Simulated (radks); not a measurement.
Results of a calculation; reference values are marked as such.
Ti4+, configuration [Ne] 3s2 3p4 4f2 (not the ground configuration). Level of theory: scalar-relativistic Kohn-Sham, PBE, spin-polarised, spherical densities, finite nucleus; open shells are filled with parallel spins first; Fermi nuclear charge, rms radius 3.5921 fm (a radial shooting solver on a logarithmic mesh with Libxc functionals).

Normalised radial functions P(r) = r R(r), r in bohr:

r,2p up,3s down,3d down
0.00229,0.0019,0.0543,0.0000
0.002982,0.0032,0.0694,0.0000
0.003883,0.0052,0.0883,0.0000
0.005056,0.0086,0.1115,0.0000
0.006584,0.0142,0.1397,0.0000
0.008642,0.0236,0.1742,0.0001
0.01125,0.0386,0.2127,0.0001
0.01465,0.0626,0.2544,0.0003
0.01908,0.1005,0.2961,0.0006
0.02484,0.1593,0.3316,0.0012
0.03235,0.2481,0.3512,0.0026
0.04212,0.3779,0.3414,0.0053
0.05485,0.5591,0.2854,0.0107
0.07142,0.7972,0.1682,0.0211
0.09375,1.0937,-0.0223,0.0412
0.1221,1.3999,-0.2571,0.0765
0.159,1.6638,-0.4874,0.1361
0.207,1.8015,-0.6221,0.2301
0.2695,1.7365,-0.5568,0.3663
0.3509,1.4486,-0.2313,0.5428
0.457,1.0091,0.2994,0.7391
0.595,0.5621,0.8422,0.9114
0.7748,0.2371,1.1482,0.9995
1.017,0.0668,1.0661,0.9397
1.324,0.0122,0.7039,0.7327
1.724,0.0012,0.3243,0.4571
2.245,0.0001,0.0981,0.2159
2.924,0.0000,0.0174,0.0699
3.807,0.0000,0.0015,0.0135
4.957,0.0000,0.0001,0.0014
6.455,0.0000,0.0000,0.0001
8.405,0.0000,0.0000,0.0000

2p up: eigenvalue -533.38 eV, 0 radial nodes, <r> = 0.289 bohr, 90 % of the charge inside 0.475 bohr. 3s down: eigenvalue -134.34 eV, 2 radial nodes at r = 0.0912, 0.397 bohr, <r> = 0.939 bohr, 90 % of the charge inside 1.38 bohr. 3d down (empty): eigenvalue -71.336 eV, 0 radial nodes, <r> = 1.01 bohr, 90 % of the charge inside 1.61 bohr.
